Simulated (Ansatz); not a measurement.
The pair A = C2H2 (SMILES C#C) (first 4 atoms), B = CH3Cl (SMILES CCl); geometry from B3LYP-D3(BJ)/def2-TZVP.
(charge 0, multiplicity 1):
```tsv
atom	x (Å)	y (Å)	z (Å)
C	0.4105	0.0760	0.0350
C	0.5504	-0.8200	-0.7470
H	0.2830	0.8598	0.7446
H	0.6762	-1.6077	-1.4491
C	-0.3054	-0.7421	3.4766
Cl	-0.2563	1.0550	3.4467
H	0.4550	-1.0876	4.1700
H	-1.2941	-1.0456	3.8063
H	-0.1053	-1.1028	2.4722
```

Correlated levels freeze the cores. MP2 and its Hartree–Fock in aug-cc-pV(T+d)Z are density fitted.

The values were computed with Ansatz (a first-principles code) with Gaussian orbitals. Each number belongs to the level named beside it.

The counterpoise-corrected interaction energy is E(AB) − E(A in the pair's basis) − E(B in the pair's basis). Total energies (hartree):

```csv
level,AB,A in the pair's basis,B in the pair's basis
HF/aug-cc-pV(D+d)Z,-575.9537153,-76.8288248,-499.1243194
MP2/aug-cc-pV(D+d)Z,-576.5260069,-77.0913716,-499.4314272
HF/aug-cc-pV(T+d)Z,-576.0008334,-76.8505881,-499.1496944
MP2/aug-cc-pV(T+d)Z,-576.6985501,-77.1638322,-499.5309481
CCSD(T)/aug-cc-pV(D+d)Z,-576.5954623,-77.1197951,-499.4728280
```

### Question
Work out the counterpoise-corrected interaction energy at the basis-set limit: extrapolate the MP2 correlation part as X⁻³, take Hartree–Fock from the larger set, and add the CCSD(T) − MP2 difference of aug-cc-pV(D+d)Z.

### Answer

1. Differences (1 hartree = 627.509 kcal/mol): HF/aug-cc-pV(D+d)Z -0.358; MP2/aug-cc-pV(D+d)Z -2.013; HF/aug-cc-pV(T+d)Z -0.346; MP2/aug-cc-pV(T+d)Z -2.366; CCSD(T)/aug-cc-pV(D+d)Z -1.782.
2. Correlation parts, MP2 less HF: -1.655 in aug-cc-pV(D+d)Z (X = 2), -2.020 in aug-cc-pV(T+d)Z (X = 3).
3. Limit (3³·(-2.020) − 2³·(-1.655))/(3³ − 2³) = -2.174; with HF/aug-cc-pV(T+d)Z it gives -2.519.
4. CCSD(T) less MP2 in aug-cc-pV(D+d)Z: 0.231.
Result: -2.29 kcal/mol, against -2.01 at MP2/aug-cc-pV(D+d)Z. It is an estimate of this method's limit, not of the exact value.
